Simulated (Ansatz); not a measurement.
Cost and result for the atomization energy of C3H8SSi, SMILES `C=C([SiH3])SC` (13 atoms, 12 bonds).

Cartesian coordinates in Å:
```
C -1.839 1.176 -0.233
C -0.779 0.363 -0.180
Si -0.140 -0.202 1.485
S -0.108 -0.264 -1.674
C 1.580 -0.689 -1.225
H -2.335 1.505 0.673
H -2.254 1.525 -1.175
H -1.039 0.354 2.528
H 1.243 0.284 1.729
H -0.122 -1.687 1.567
H 2.150 0.190 -0.923
H 1.616 -1.449 -0.444
H 2.028 -1.106 -2.128
```

Charge 0, multiplicity 1. Geometry: relaxed with PBE0-D4/def2-TZVP. It is one conformer, not always the lowest. Program: Ansatz. All runs use 4 threads of an Arm Neoverse V2 on a shared host. Times are those of one run each, without the atoms' runs, and a repeat can differ threefold. Electronic energies, without spin–orbit coupling; frozen cores. CCSD(T)/CBS adds CCSD(T) − MP2 in def2-TZVPP to the MP2 limit, and its time is that of the two runs behind it. T1 = 0.012; the RHF reference is unstable towards UHF. B3LYP takes the VWN-RPA correlation (the form of Gaussian; ORCA's B3LYP/G).

CCSD(T)/CBS is a level of theory with its own doubt, some kJ/mol a heavy atom from the limit and from the frozen cores, so smaller differences don't rank the functionals.

```
                             level  functions  wall time  atomization (kcal/mol)  difference from CCSD(T)/CBS  per bond
   PBE-D4/def2-TZVPP (with forces)        289      2.9 s                  1146.2                         18.7       1.6
                PBE0-D4/def2-TZVPP        289      3.6 s                  1131.7                          4.2       0.4
r2SCAN-D4/def2-TZVPP (with forces)        289      5.5 s                  1131.4                          3.9       0.3
 B3LYP-D4/def2-TZVPP (with forces)        289        6 s                  1128.7                          1.2       0.1
                 B2PLYP/def2-TZVPP        289        7 s                  1114.2                        -13.3      -1.1
                ωB97X-V/def2-TZVPP        289        9 s                  1131.3                          3.8       0.3
  ωB97M-V/def2-TZVPP (with forces)        289       13 s                  1131.6                          4.1       0.3
                    MP2/def2-QZVPP        551       36 s                  1126.1                         -1.4      -0.1
                CCSD(T)/def2-TZVPP        289    3.7 min                  1099.4                        -28.1      -2.3
                 CCSD(T)/CBS(def2)          –    4.3 min                  1127.5                          0.0       0.0
```

The D4 term adds +12.5 kcal/mol with B3LYP and +6.6 kcal/mol with PBE0; it sums over pairs of atoms, weighted by their polarisabilities, and B3LYP, whose exchange is more repulsive, gets the larger term. In def2-TZVPP, CCSD(T) changes the Hartree–Fock value by +263.6 kcal/mol (the triples alone add +16.5 kcal/mol) and MP2 by +273.7 kcal/mol; breaking electron pairs costs correlation energy, which Hartree–Fock lacks. From PBE to PBE0 (25 % exact exchange), in def2-TZVPP and without D4, the atomization energy moves by −13.3 kcal/mol: exact exchange takes away binding that semilocal exchange gives to molecules.
